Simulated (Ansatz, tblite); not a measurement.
Scan of H2O (cation, charge +1), doublet: symmetric bend, bond length relaxed. Scanned: H-O-H angle. Other coordinates (O-H bond length) were minimised at B3LYP/def2-TZVP.

Cartesian coordinates as functions of the variables (Å; names that start with a are angles):
```
O  0  0  0
H  r*sin(a/2)  0  r*cos(a/2)
H  -r*sin(a/2)  0  r*cos(a/2)
```

Computed with: CCSD/cc-pVDZ = Ansatz (a program for electronic structure) with CCSD on UHF/cc-pVDZ, frozen core; GFN2-xTB, 300 K electronic temperature (tblite); CCSDT/cc-pVDZ = CCSDT on UHF/cc-pVDZ, frozen core (Ansatz); CCSD(T)/cc-pVDZ = CCSD(T) on UHF/cc-pVDZ, frozen core run with Ansatz; CCSDT(Q)/cc-pVDZ = CCSDT(Q) on UHF/cc-pVDZ, frozen core run with Ansatz; FCI/cc-pVDZ = Ansatz with full CI/cc-pVDZ, frozen core.

Energies in kJ/mol, each method relative to its own lowest point.

| a / ° | CCSD/cc-pVDZ | GFN2-xTB | CCSDT/cc-pVDZ | CCSD(T)/cc-pVDZ | CCSDT(Q)/cc-pVDZ | FCI/cc-pVDZ |
|---|---|---|---|---|---|---|
| 180 | 102.2 | 34.1 | 102.7 | 102.7 | 102.8 | 102.8 |
| 170.64 | 98.0 | 31.4 | 98.5 | 98.5 | 98.6 | 98.6 |
| 164.47 | 91.0 | 27.9 | 91.5 | 91.5 | 91.6 | 91.6 |
| 156.20 | 77.4 | 21.5 | 77.8 | 77.8 | 77.9 | 77.9 |
| 147.15 | 58.9 | 13.6 | 59.3 | 59.3 | 59.4 | 59.4 |
| 139.12 | 41.5 | 7.2 | 41.8 | 41.8 | 41.9 | 41.9 |
| 133.71 | 30.3 | 3.7 | 30.6 | 30.5 | 30.6 | 30.6 |
| 123.76 | 12.7 | 0.0 | 12.9 | 12.9 | 12.9 | 12.9 |
| 115.76 | 3.3 | 0.4 | 3.4 | 3.4 | 3.4 | 3.4 |
| 109.90 | 0.0 | 2.9 | 0.0 | 0.0 | 0.0 | 0.0 |
| 100.01 | 3.0 | 12.4 | 2.7 | 2.7 | 2.7 | 2.7 |
| 92.48 | 13.6 | 24.6 | 13.1 | 13.2 | 13.1 | 13.1 |
| 84.55 | 33.9 | 42.7 | 33.0 | 33.0 | 32.9 | 32.9 |
| 75.66 | 68.5 | 70.5 | 67.1 | 67.2 | 67.0 | 67.0 |
| 67.23 | 114.0 | 105.3 | 111.9 | 112.1 | 111.7 | 111.7 |
| 60 | 163.5 | 143.1 | 160.7 | 161.0 | 160.5 | 160.5 |
